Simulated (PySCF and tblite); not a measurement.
Results of a calculation; reference values are marked as such.
**Rotation: stationary points, barriers and rates**

System: C3H6O2Si, numbered as in [O:1]=[CH:2]/[CH:3]=[CH:4]/[O:5][SiH3:6].

Motion: rotation about the C4–O5 bond (torsion C3–C4–O5–Si6 from 0° to 174°, rising). Level: PBE0/pcSseg-1 + D3(BJ) on PBE0-D3(BJ)/def2-SVP stationary points, with GFN2-xTB thermal terms. Rate constants are transition-state-theory values, counting equivalent paths, without tunnelling. Programs: tblite and PySCF.

```
 point  symmetry  E(GFN2) kcal/mol  E(DFT) kcal/mol  ZPE change kcal/mol  lowest mode cm⁻¹  dipole D
 start        Cs               0.0              0.0                 0.00               103      3.95
saddle        C1               3.0              3.7                -0.38               83i      4.29
   end        C1               1.8              1.7                -0.25                20      5.42
```

```
Electronic barrier                                      : 3.7 kcal/mol
Barrier with zero-point energy                          : 3.3 kcal/mol
ΔH‡ (298 K)                                             : 3.0 kcal/mol
ΔS‡ (298 K, symmetry apart)                             : -2.5 cal/(mol K)
Paths                                                   : 2 equivalent paths
End point                                               : a different minimum
Mean lifetime of the start against this motion at 298 K : 41 ps
Cost                                                    : 5.3 min on 1 thread of Arm Neoverse V1, shared host (rough), peak memory 0.7 GiB, launched as `OMP_NUM_THREADS=1 python ens_run.py task.json out`
```

| T/K | ΔG‡ kcal/mol | k s⁻¹ | ΔG kcal/mol | k back s⁻¹ |
| --- | --- | --- | --- | --- |
| 150 | 3.4 | 6.8×10⁷ | 1.3 | 2.6×10⁹ |
| 200 | 3.5 | 1.3×10⁹ | 1.3 | 1.5×10¹⁰ |
| 250 | 3.6 | 7.6×10⁹ | 1.2 | 4.5×10¹⁰ |
| 298 | 3.7 | 2.4×10¹⁰ | 1.2 | 9.2×10¹⁰ |
| 350 | 3.8 | 5.9×10¹⁰ | 1.2 | 1.6×10¹¹ |
| 400 | 4.0 | 1.1×10¹¹ | 1.2 | 2.4×10¹¹ |
| 500 | 4.3 | 2.8×10¹¹ | 1.1 | 4.4×10¹¹ |

ΔG and ΔG‡ leave out symmetry numbers and mirror images; rates count paths: 2 out, 1 back.
